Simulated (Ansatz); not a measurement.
`CBC(C)F` + H₂ → `BC(C)F` + CH₄  (hydrogenolysis of a B–C bond)

Program: Ansatz. Geometries: PBE0-D4/def2-TZVP. ΔE: electronic, gas phase. CCSD(T)/CBS adds triple-zeta CCSD(T) − MP2 to the extrapolated MP2 energy (def2 sets, frozen cores). This one scheme is used for every species. One conformer a species, not always the lowest.

`CBC(C)F`:

```xyz
13

C    -1.464   -1.093    0.827
B    -0.446    0.072    0.768
C     0.088    0.681   -0.572
C     1.595    0.578   -0.733
F    -0.515    0.115   -1.704
H    -2.097   -1.089    1.717
H    -0.849   -2.005    0.905
H    -2.066   -1.206   -0.076
H     0.020    0.541    1.771
H    -0.189    1.748   -0.580
H     1.919   -0.466   -0.730
H     2.099    1.095    0.085
H     1.907    1.029   -1.677
```

H₂:

```xyz
2

H    -0.323    0.151   -0.109
H     0.323   -0.151    0.109
```

`BC(C)F`:

```xyz
10

B     0.667   -1.256   -0.296
C    -0.092   -0.186    0.538
C    -0.393    1.092   -0.232
F    -1.285   -0.662    1.089
H     0.230   -2.356   -0.453
H     1.720   -0.948   -0.773
H     0.560    0.073    1.390
H    -0.914    1.801    0.414
H    -1.027    0.890   -1.097
H     0.533    1.552   -0.582
```

CH₄:

Cartesian coordinates in Å:
```
C 0.000 0.000 0.000
H 0.421 0.578 -0.822
H 0.658 -0.837 0.231
H -0.981 -0.378 -0.287
H -0.099 0.637 0.878
```

| species | CCSD(T)/CBS(def2) energy (Eh) |
| --- | --- |
| `CBC(C)F` | -243.55238 |
| H₂ | -1.17544 |
| `BC(C)F` | -204.26990 |
| CH₄ | -40.46206 |

Task: Work out ΔE.

Result: ΔE = (-204.26990) + (-40.46206) − (-243.55238) − (-1.17544) = -0.00414 Eh = -10.9 kJ/mol.

Largest T1 diagnostic among the species: 0.011.

The D4 term adds +7.2 kJ/mol with B3LYP and +4.1 kJ/mol with PBE0; it sums over pairs of atoms, weighted by their polarisabilities, and B3LYP, whose exchange is more repulsive, gets the larger term. From PBE to PBE0 (25 % exact exchange), in def2-TZVPP and without D4, ΔE moves by −3.5 kJ/mol.

B3LYP here is the variant with VWN-RPA as its local correlation; programs differ in this.
